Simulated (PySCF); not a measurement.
In(OH)2(OSiH3) (H₅InO₃Si), SMILES [OH][In]([OH])[O][SiH3].

Geometry optimised at PBE0-D3(BJ)/def2-SVP. The structure was generated by enumeration; whether it is a known compound was not checked. The def2 effective core potentials stand for the cores of In; spin–orbit coupling is left out. One conformer was computed; it need not be the lowest.

The numbers are results of TDDFT-PBE/def2-SVPD (PySCF), not measurements.

Vertical excitations. Isolated molecule, no solvent. State labels are in the subgroup Cs.

```json
[
 {"state": "S1", "symmetry": "A\"", "energy (eV)": "3.72", "λ (nm)": "333", "f": "0.000", "main pairs": "HOMO→LUMO 100 %"},
 {"state": "S2", "symmetry": "A'", "energy (eV)": "3.98", "λ (nm)": "312", "f": "0.026", "main pairs": "HOMO−1→LUMO 97 %"},
 {"state": "S3", "symmetry": "A\"", "energy (eV)": "4.18", "λ (nm)": "297", "f": "0.000", "main pairs": "HOMO−2→LUMO 100 %"},
 {"state": "S4", "symmetry": "A\"", "energy (eV)": "4.65", "λ (nm)": "267", "f": "0.029", "main pairs": "HOMO−3→LUMO 99 %"},
 {"state": "S5", "symmetry": "A'", "energy (eV)": "5.11", "λ (nm)": "242", "f": "0.089", "main pairs": "HOMO−4→LUMO 81 %, HOMO−2→LUMO+1 16 %"},
 {"state": "S6", "symmetry": "A'", "energy (eV)": "5.57", "λ (nm)": "223", "f": "0.031", "main pairs": "HOMO→LUMO+1 87 %"},
 {"state": "S7", "symmetry": "A\"", "energy (eV)": "5.59", "λ (nm)": "222", "f": "0.000", "main pairs": "HOMO−1→LUMO+1 98 %"},
 {"state": "S8", "symmetry": "A\"", "energy (eV)": "5.70", "λ (nm)": "218", "f": "0.011", "main pairs": "HOMO−6→LUMO 97 %"},
 {"state": "S9", "symmetry": "A'", "energy (eV)": "5.70", "λ (nm)": "217", "f": "0.001", "main pairs": "HOMO−5→LUMO 88 %"},
 {"state": "S10", "symmetry": "A'", "energy (eV)": "6.12", "λ (nm)": "203", "f": "0.011", "main pairs": "HOMO−7→LUMO 68 %, HOMO−3→LUMO+1 29 %"},
 {"state": "T1", "symmetry": "A\"", "energy (eV)": "3.56", "λ (nm)": "349", "f": "0", "main pairs": "HOMO→LUMO 100 %"},
 {"state": "T2", "symmetry": "A'", "energy (eV)": "3.66", "λ (nm)": "339", "f": "0", "main pairs": "HOMO−1→LUMO 98 %"},
 {"state": "T3", "symmetry": "A\"", "energy (eV)": "3.83", "λ (nm)": "323", "f": "0", "main pairs": "HOMO−2→LUMO 100 %"},
 {"state": "T4", "symmetry": "A'", "energy (eV)": "4.19", "λ (nm)": "296", "f": "0", "main pairs": "HOMO−4→LUMO 98 %"}
]
```
Triplets are in the Tamm–Dancoff approximation, which puts them higher than full response would, so one can lie above its singlet here.
